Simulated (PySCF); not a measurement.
Rotational lines of SnH⁺

Lines J+1 ← J of the vibrational ground state, computed from RHF-CCSD(T) constants of SnH⁺, ¹Σ⁺ (singlet), closed shell (Sn def2-TZVPPD with ECP28, H def2-TZVPPD; scalar-relativistic core potentials (PySCF 2.14); masses 119.9022 and 1.0078 u), in MHz:

```tsv
J	ν (MHz)
0	327242
1	654341
2	981155
3	1307542
4	1633359
```

Q: Find B0 and the effective bond length r0; with αe = 0.134 cm⁻¹, find Re.

A: ν = 2B0(J+1) − 4D(J+1)³ gives B0 = 5.4582 cm⁻¹. With the reduced mass μred = 0.99942 u, r0 = √(16.8576/(μred·B0)) (u, cm⁻¹, Å) = 1.7579 Å. Be = B0 + αe/2 = 5.5252 cm⁻¹ gives Re = 1.747 Å.

Correlated steps freeze 4 core orbitals. Spin–orbit coupling is left out, which matters for elements this heavy, above all for dissociation energies. For an ion De counts to the pair picked by the measured ionisation energies or electron affinities, which need not be the lowest pair at this level. Where the molecule has an RHF reference, its open-shell atoms are computed with UHF.
